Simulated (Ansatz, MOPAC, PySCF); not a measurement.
Dissociation curve of SMILES [GaH3], singlet. The Ga1–H4 bond (Ga1 also carries H, H; H4 carries nothing else) is pulled apart rigidly from the PBE0/def2-TZVP optimised geometry.

- UKS-B3LYP/3-21G = unrestricted B3LYP/3-21G run with PySCF 2.14.0
- RKS-B3LYP/LANL2DZ = restricted B3LYP/LANL2DZ, with its core potentials past Ne (PySCF)
- PM3, restricted, heats of formation (MOPAC)
- FCI = full CI/cc-pVDZ, cores with 3d frozen (Ansatz, a program for electronic structure)

Energies relative to the lowest point of each curve near equilibrium, in mEh; the last columns give the difference from FCI:

```csv
R / Å,UKS-B3LYP/3-21G,RKS-B3LYP/LANL2DZ,PM3,FCI,UKS-B3LYP/3-21G − FCI,RKS-B3LYP/LANL2DZ − FCI,PM3 − FCI
1.27,30.2,37.1,44.5,40.7,-10.6,-3.6,3.7
1.35,14.1,18.1,26.0,20.0,-5.9,-1.8,6.1
1.41,6.7,9.1,15.1,10.1,-3.4,-1.0,5.0
1.48,1.8,2.9,6.0,3.3,-1.5,-0.4,2.8
1.51,0.7,1.4,3.4,1.6,-0.9,-0.2,1.8
1.57,0.0,0.0,0.4,0.1,-0.1,0.0,0.3
1.59,0.1,0.0,0.0,0.0,0.1,0.0,0.0
1.66,1.9,1.3,1.0,1.3,0.6,0.1,-0.3
1.73,5.2,4.4,4.9,4.4,0.9,0.0,0.5
1.82,11.4,10.2,12.6,10.3,1.1,-0.1,2.3
1.94,21.7,20.2,24.3,20.3,1.4,-0.1,4.0
2.11,38.7,36.5,39.3,36.5,2.2,0.0,2.8
2.32,60.6,57.8,54.9,56.7,4.0,1.1,-1.8
2.62,89.7,86.8,77.5,81.8,7.9,4.9,-4.4
2.83,106.9,104.9,93.6,95.8,11.1,9.1,-2.1
3.12,122.1,126.4,114.6,109.7,12.4,16.7,4.9
3.40,130.4,143.5,132.8,118.2,12.3,25.4,14.7
3.76,136.1,160.7,154.0,124.0,12.1,36.7,30.0
4.29,139.6,178.4,181.0,127.3,12.3,51.1,53.7
4.78,140.7,188.8,201.3,128.1,12.6,60.7,73.2
5.48,141.3,197.6,222.8,128.4,12.8,69.1,94.4
```

UKS-B3LYP/3-21G is furthest from FCI at 5.48 (12.8 mEh, above); its mean absolute difference over the points is 6.0 mEh.

RKS-B3LYP/LANL2DZ is furthest from FCI at 5.48 (69.1 mEh, above); its mean absolute difference over the points is 13.4 mEh.

PM3 is furthest from FCI at 5.48 (94.4 mEh, above); its mean absolute difference over the points is 14.7 mEh.

The unrestricted determinant behind UKS-B3LYP/3-21G is spin-contaminated at 2.83 to 5.48 Å (<S²> up to 1.0, against 0.00 for a pure singlet). The restricted form behind RKS-B3LYP/LANL2DZ, PM3 keeps the bonding electrons paired and can't separate into open-shell fragments.
